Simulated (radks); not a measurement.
Coulomb parameter of the 4d shell of the silver ion Ag3+ in the model configuration [Kr] 4d6.5 5p1.5, as a second difference U = [E(n + 0.5) + E(n - 0.5) - 2 E(n)] / (0.5)^2 with all orbitals relaxed. "Bare": the charge of the atom changes with n. "Screened": the 5p shell takes up the change at fixed total charge, which measures U(4d,4d) + U(5p,5p) - 2 U(4d,5p). All-electron calculation, scalar-relativistic Kohn-Sham, PBE, spin-unpolarised, spherical densities, finite nucleus; Fermi nuclear charge, rms radius 4.5454 fm. Program: a radial shooting solver on a logarithmic mesh with Libxc functionals. Estimate both.

Answer. U(bare) = 15.889 eV, U(screened by 5p) = 3.556 eV, against the Slater integral F0(4d,4d) = 20.591 eV with frozen orbitals.
